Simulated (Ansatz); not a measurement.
Reactions of CH₈BFSi₂ (`BC([SiH3])[SiH2]F`).

Calculated with Ansatz (gas phase, PBE0-D4/def2-TZVP geometries, no zero-point term in ΔE). CCSD(T)/CBS adds triple-zeta CCSD(T) − MP2 to the extrapolated MP2 energy (def2 sets, frozen cores). This one scheme is used for every species. Elements past krypton have def2 core potentials. For Br, Te outer-core shells are correlated without core-valence functions, which leaves a few kJ/mol of doubt a bond. Scalar relativity is left out up to krypton. Each species was taken in one conformer, which may not be the lowest.

Question: Order these by ΔE at CCSD(T)/CBS, lowest first. (An estimate is asked.)
A. `BC([SiH3])[SiH2]F` + `CO[SiH2]S` → `CO[SiH2]S[SiH3]` + `BC[SiH2]F`
B. `BC([SiH3])[SiH2]F` + `NC(O)O` → `OC(O)N[SiH3]` + `BC[SiH2]F`
C. `BC([SiH3])[SiH2]F` + `C=C[SiH](C)O` → `C=C[SiH](C)O[SiH3]` + `BC[SiH2]F`
D. `BC([SiH3])[SiH2]F` + HBr → `BC([SiH3])Br` + `F[SiH3]`
E. `BC([SiH3])[SiH2]F` + `NCF` → `FCN[SiH2]F` + `BC[SiH3]`
F. `BC([SiH3])[SiH2]F` + H₂O → `BC(O)[SiH3]` + `F[SiH3]`
G. `BC([SiH3])[SiH2]F` + `CC[SiH3]` → `F[SiH2]CC[SiH3]` + `BC[SiH3]`
H. `BC([SiH3])[SiH2]F` + `NC[TeH]` → `BNC[TeH]` + `F[SiH2]C[SiH3]`

Answer: H (-128.3 kJ/mol), C (-90.1 kJ/mol), A (-51.2 kJ/mol), E (-39.8 kJ/mol), B (-19.6 kJ/mol), G (+29.2 kJ/mol), D (+86.5 kJ/mol), F (+146.4 kJ/mol).

Largest T1 diagnostic: 0.013, for `BC(O)[SiH3]`.
